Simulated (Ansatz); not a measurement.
Ansatz (a first-principles code) input (HF/3-21G): The .json file is the Basis Set Exchange's 3-21G.

Ansatz 0.2 input:
```yaml
crystal:
  periodic: [false, false, false]
  atoms:
    - {symbol: In, position_ang: [0.03267622, 0.00694060, 0.01305062]}
    - {symbol: H, position_ang: [-0.51978950, -1.67996655, -0.21974532]}
    - {symbol: H, position_ang: [-1.08134547, 1.33987737, -0.41973486]}
basis:
  gaussian:
    orbitals: 3-21G.json
hamiltonian:
  xc: {name: HF}
magnetization: {spin_polarized: true, initial_magnetization: 1}
phonons: {temperatures: {t_min: 298.15, t_max: 298.15, t_step: 100}}
```

Output:

```
Functional definition: HF
integrals: 0.00 GiB planned
481 factors; integrals over basis functions are off by at most 7.3e-5 eV
mean field: 0.12 GiB planned
mean field evaluation 1: about -155544.9439 eV, gradient 6.8e0 eV
mean field evaluation 2: about -155544.9502 eV, gradient 6.8e0 eV
mean field evaluation 4: about -155545.4040 eV, gradient 7.2e-1 eV
mean field evaluation 8: about -155545.4247 eV, gradient 3.4e-3 eV
mean field -155545.42470996 eV, -5716.1889256155 hartree, gradient 9.7e-6 eV, S^2 0.753457; 0 other end points of the search recorded, 0 dependent functions left out
the calculation of the forces begins
reference -155545.42470996 eV, -5716.1889256155 hartree; 26, 25 occupied and 11, 12 virtual orbitals, 481 factors
these checks for a lower state are left out or cut short: stability, starts, cluster_reference, orbital_swaps, neighbouring_geometries, increment
integrals: 0.00 GiB planned
481 factors; integrals over basis functions are off by at most 7.3e-5 eV
mean field: 0.12 GiB planned
mean field evaluation 16: about -155545.4247 eV, gradient 4.5e-6 eV
mean field -155545.42468541 eV, -5716.1889247133 hartree, gradient 4.4e-6 eV, S^2 0.753480; 0 other end points of the search recorded, 0 dependent functions left out
the calculation of the forces begins
reference -155545.42468541 eV, -5716.1889247133 hartree; 26, 25 occupied and 11, 12 virtual orbitals, 481 factors
these checks for a lower state are left out or cut short: stability, starts, cluster_reference, orbital_swaps, neighbouring_geometries, increment
integrals: 0.00 GiB planned
481 factors; integrals over basis functions are off by at most 7.3e-5 eV
mean field: 0.12 GiB planned
mean field -155545.42468438 eV, -5716.1889246752 hartree, gradient 4.5e-6 eV, S^2 0.753434; 0 other end points of the search recorded, 0 dependent functions left out
the calculation of the forces begins
reference -155545.42468438 eV, -5716.1889246752 hartree; 26, 25 occupied and 11, 12 virtual orbitals, 481 factors
these checks for a lower state are left out or cut short: stability, starts, cluster_reference, orbital_swaps, neighbouring_geometries, increment
integrals: 0.00 GiB planned
481 factors; integrals over basis functions are off by at most 7.3e-5 eV
mean field: 0.12 GiB planned
mean field -155545.42470452 eV, -5716.1889254153 hartree, gradient 4.0e-6 eV, S^2 0.753443; 0 other end points of the search recorded, 0 dependent functions left out
the calculation of the forces begins
reference -155545.42470452 eV, -5716.1889254153 hartree; 26, 25 occupied and 11, 12 virtual orbitals, 481 factors
these checks for a lower state are left out or cut short: stability, starts, cluster_reference, orbital_swaps, neighbouring_geometries, increment
integrals: 0.00 GiB planned
481 factors; integrals over basis functions are off by at most 7.3e-5 eV
mean field: 0.12 GiB planned
mean field evaluation 32: about -155545.4247 eV, gradient 1.2e-2 eV
mean field -155545.42470398 eV, -5716.1889253957 hartree, gradient 4.0e-6 eV, S^2 0.753471; 0 other end points of the search recorded, 0 dependent functions left out
the calculation of the forces begins
reference -155545.42470398 eV, -5716.1889253957 hartree; 26, 25 occupied and 11, 12 virtual orbitals, 481 factors
these checks for a lower state are left out or cut short: stability, starts, cluster_reference, orbital_swaps, neighbouring_geometries, increment
integrals: 0.00 GiB planned
481 factors; integrals over basis functions are off by at most 7.3e-5 eV
mean field: 0.12 GiB planned
mean field -155545.42469651 eV, -5716.1889251210 hartree, gradient 4.1e-6 eV, S^2 0.753480; 0 other end points of the search recorded, 0 dependent functions left out
the calculation of the forces begins
reference -155545.42469651 eV, -5716.1889251210 hartree; 26, 25 occupied and 11, 12 virtual orbitals, 481 factors
these checks for a lower state are left out or cut short: stability, starts, cluster_reference, orbital_swaps, neighbouring_geometries, increment
integrals: 0.00 GiB planned
481 factors; integrals over basis functions are off by at most 7.3e-5 eV
mean field: 0.12 GiB planned
mean field -155545.42469163 eV, -5716.1889249416 hartree, gradient 4.1e-6 eV, S^2 0.753433; 0 other end points of the search recorded, 0 dependent functions left out
the calculation of the forces begins
reference -155545.42469163 eV, -5716.1889249416 hartree; 26, 25 occupied and 11, 12 virtual orbitals, 481 factors
Total energy: -155545.42470996 eV, -5716.1889256155 hartree
Atom 0 at     0.032676     0.006941     0.013051 Å, force     0.000299     0.000063     0.000119 eV/Å
Atom 1 at    -0.519790    -1.679967    -0.219745 Å, force     0.000100    -0.001372     0.000029 eV/Å
Atom 2 at    -1.081345     1.339877    -0.419735 Å, force    -0.000398     0.001308    -0.000148 eV/Å
Dipole moment:     0.168455     0.035781     0.067280 e Å
Vibrations: 656.75 1738.98 1754.30 cm⁻¹, zero-point energy 0.257269 eV
```

The blocks after the first are displaced geometries, from whose forces the wavenumbers follow.
